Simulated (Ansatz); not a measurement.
AgF (SMILES [F][Ag]), singlet, geometry from GFN2-xTB (such geometries of metal compounds can be far from the true shape) (all electrons, no relativity). Base run: BLYP/3-21G (Ansatz, a quantum-chemistry and plane-wave program).

Here is a job for Ansatz.
Ansatz 0.2 input:
```yaml
crystal:
  periodic: [false, false, false]
  atoms:
    - {symbol: Ag, position_ang: [-0.00000000, -0.00000000, -0.31678464]}
    - {symbol: F, position_ang: [0.00000000, 0.00000000, 1.65431980]}
basis:
  gaussian:
    orbitals: 3-21G.json
hamiltonian:
  xc: blyp
```
The basis file holds 3-21G in the JSON format of the Basis Set Exchange.

Variants of this job, named by their change:

```
change                                                           ΔE vs base (kcal/mol)
---------------------------------------------------------------  ---------------------
base                                                                             0.000
lower_state_search = off                                                         0.000
point_charge = charge:0.5 position_ang:-0.3773, 3.9672, 0.6101                   -0.94
point_charge = charge:1.0 position_ang:-1.4809, -1.0875, -2.868                  11.65
forces = on                                                                      0.000
final_grid = 14, 28, 59                                                          0.000
final_grid = 4, 8, 17                                                              ___
final_grid = 6, 12, 29                                                          -0.001
final_grid = 10, 20, 41                                                          0.000
point_charge = charge:-1.0 position_ang:-2.4552, 3.088, 1.2352                    1.42
```

Task: What belongs in the gaps?

Result: 
- final_grid = 4, 8, 17, ΔE vs base (kcal/mol): 0.059
